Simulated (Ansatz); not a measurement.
`[CH3][GeH2][NH][SiH3]` → `[GeH2]` + `CN[SiH3]` at 500 K and 1 bar (germylene formation by 1,1-elimination).

Computed with Ansatz on PBE0-D4/def2-TZVP structures; ΔE is electronic, products minus reactants. CCSD(T)/CBS adds triple-zeta CCSD(T) − MP2 to the extrapolated MP2 energy (def2 sets, frozen cores). For Ge outer-core shells are correlated without core-valence functions, which leaves a few kJ/mol of doubt a bond. Scalar relativity is left out up to krypton. One conformer a species, not always the lowest.

```
                species  CCSD(T)/CBS energy (Eh)  H − E (kJ/mol)  S (J/(mol·K))
`[CH3][GeH2][NH][SiH3]`              -2463.39526           299.8          459.6
               `[GeH2]`              -2077.24753            46.3          239.7
             `CN[SiH3]`               -386.04948           244.7          351.8
```

H − E and S are ideal-gas, rigid-rotor, harmonic terms from PBE0-D4/def2-TZVP, for one conformer and one mirror image of each species. 1 Eh = 2625.50 kJ/mol, R = 8.31446 J/(mol·K).

Problem. By hand: ΔE, ΔH, ΔS and ΔG.

Solution. ΔE = (-2077.24753) + (-386.04948) − (-2463.39526) = 0.09825 Eh = 258.0 kJ/mol. Δ(H − E) = 46.3 + 244.7 − 299.8 = -8.8, so ΔH = 249.2 kJ/mol. ΔS = 239.7 + 351.8 − 459.6 = 131.9 J/(mol·K). ΔG = 249.2 − 500 × (131.9)/1000 = 183.2 kJ/mol.

Problem. By hand: the equilibrium constant, and the temperature at which ΔG would vanish if ΔH and ΔS stayed fixed.

Solution. log₁₀ K = −ΔG/(RT ln 10) = -19.1. ΔG = 0 at ΔH/ΔS = 1889 K.

The number of gas molecules changes by +1, which sets the sign of ΔS. A doubt of 5 kJ/mol in ΔE shifts log₁₀ K by 0.5 here. Other conformers and mirror images would add mixing entropy, several J/(mol·K) or more a flexible species. Modes under 60 cm⁻¹, often nearly free rotors, make the harmonic entropy too high. These are equilibria of isolated gas molecules and say nothing of rates. Largest T1 diagnostic: 0.012 (customary marks: 0.02 for closed shells, 0.045 for open ones).
